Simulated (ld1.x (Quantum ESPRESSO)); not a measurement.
Results of a calculation; reference values are marked as such.
**Potentials for Ge (Z = 32) compared**

Generated with ld1.x 7.5 (TM, RRKJ, ultrasoft, PAW), atompaw 4.2 or ONCVPSP 4.0.1. The cutoff is in Ry: for ld1.x and atompaw files where the sum of valence levels is converged to 10 mRy in a Bessel basis, for ONCV files where the hardest occupied wave has 1 mHa per electron of residual kinetic energy. The error is the largest all-electron minus pseudo excitation energy over each file’s own four to seven test configurations (ionisations up to +4, promotions, holes and added fractions of an electron), all of which were solved. The labels leave out finer settings (local radius, basis sizes, second energies), which also bear on the numbers. Spin-polarised tests are not counted. The rows are a selection from randomly drawn settings: files with unsolved tests, undetermined cutoffs or missed reference levels are left out.

A true bound ghost makes a file unfit for plane-wave use even where its test errors are small: the radial tests pick states by their node count and pass the ghost by.

```csv
potential,cutoff (Ry),largest error (meV),bound ghosts
"TM, BLYP, scalar-relativistic, rc 2.10/1.90 (sp), local s, core correction no, reference 4s1.5 4p2.5",18,+358,none
"TM, LDA (PZ), fully relativistic, rc 1.40/2.00 (sp), local s, core correction no, reference 4s2 4p2",35,+274,p1/2
"PAW, LDA (PZ), scalar-relativistic, rc 2.00/1.80/1.85 (spd), local smoothed, core correction yes, reference 4s2 4p1",6,-247,d
"PAW, PBE, scalar-relativistic, rc 1.70/1.95/2.00 (spd), local smoothed, core correction yes, reference 4s1.5 4p2.5",10,-272,d
```

Question: Fill in the row for Ge: ultrasoft, LDA (PZ), scalar-relativistic, rc 1.66/1.84/1.80 (spd), local smoothed, core correction yes, reference 4s2 4p2.

Answer: cutoff 12 Ry, largest error -284 meV, bound ghosts: d.

Question: Fill in the row for Ge: TM, PBE, scalar-relativistic, rc 1.90/1.50/2.05 (spd), local s, core correction yes, reference 4s1.75 4p2.25.

Answer: cutoff 40 Ry, largest error -241 meV, bound ghosts: p, d.
